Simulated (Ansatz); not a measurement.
Geometry optimisation, RKS B3LYP/def2-SVP (Ansatz).

input.yaml

```yaml
crystal:
  periodic: [false, false, false]
  atoms:
    - { symbol: B, position_ang: [-0.060094, -0.254211, 0.113381] }
    - { symbol: O, position_ang: [-0.054544, -0.409006, 1.485716] }
    - { symbol: H, position_ang: [-0.951016, -0.5049, 1.834317] }
    - { symbol: F, position_ang: [1.092898, -0.185886, -0.520457] }
    - { symbol: F, position_ang: [-1.189573, -0.273765, -0.577904] }
    - { symbol: F, position_ang: [0.012629, 2.191908, 0.721303] }
    - { symbol: H, position_ang: [0.363301, 1.758059, 1.461743] }
basis:
  gaussian: { orbitals: def2-SVP }
hamiltonian:
  xc: b3lyp
relax:
  f_tol: 0.03
  max_steps: 50
```

Run as:

```bash
$ ansatz run input.yaml --threads 1 --pin off --max-ram 2048MiB --backend cpu --events-out ev --progress --plain --runs-dir out
```

Problem. Where does it end, and by what steps?

Solution. The forces met the threshold. After 7 steps the energy has fallen by 0.033 eV; F6 moved furthest, 0.25 Å.

| step | energy less start (eV) | largest force component (eV/Å) | accepted |
| --- | --- | --- | --- |
| 0 | 0.0000 | 0.846 | yes |
| 1 | -0.0156 | 0.339 | yes |
| 2 | -0.0195 | 0.550 | yes |
| 3 | -0.0289 | 0.266 | yes |
| 4 | -0.0311 | 0.099 | yes |
| 5 | -0.0321 | 0.093 | yes |
| 6 | -0.0328 | 0.055 | yes |
| 7 | -0.0331 | 0.005 | yes |

```xyz
7
Properties=species:S:1:pos:R:3
B -0.065 -0.297 0.075
O -0.056 -0.256 1.437
H -0.936 -0.386 1.819
F 1.074 -0.200 -0.573
F -1.190 -0.475 -0.599
F 0.100 2.335 0.906
H 0.287 1.602 1.453
```

Whether the end is a true minimum wasn't checked by a vibrational analysis.

Run time: 12 s on 1 thread of Intel(R) Xeon(R) 6975P-C (Granite Rapids), with other jobs on the host, peak memory 0.17 GiB.
